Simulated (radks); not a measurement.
Task: Valence configurations of Dy2+ (all share [Xe]). Calculated with a radial shooting solver on a logarithmic mesh with Libxc functionals: non-relativistic Kohn-Sham, r2SCAN, spin-polarised, spherical densities, point nucleus; open shells are filled with parallel spins first (spin-orbit coupling, left out, can overturn this in heavy ions); meta-GGA in the generalised Kohn-Sham scheme; relativity is left out, which matters for an element this heavy. Order these by energy: 4f8.5 6s1.5; 4f9 6p1; 4f7 5d2 6s1; 4f9 6s1; 4f10; 4f8 5d1 6p1; 4f9 5d1; 4f9 5d0.5 6p0.5; 4f7.5 5d1 6s1.5; 4f8.5 6s0.5 6p1.

Result: From the lowest, in eV above it: 4f10 0.000; 4f9 5d1 5.936; 4f9 6s1 7.800; 4f9 5d0.5 6p0.5 8.792; 4f9 6p1 11.757; 4f8.5 6s1.5 15.268; 4f8.5 6s0.5 6p1 18.553; 4f8 5d1 6p1 23.487; 4f7.5 5d1 6s1.5 30.018; 4f7 5d2 6s1 35.430. NIST lists [Xe] 4f10 as the ground configuration; this level of theory agrees among the configurations tried. The energies are those of spherical high-spin densities, not of single terms. Relativity is left out, which favours d and f over s occupation in heavy atoms.
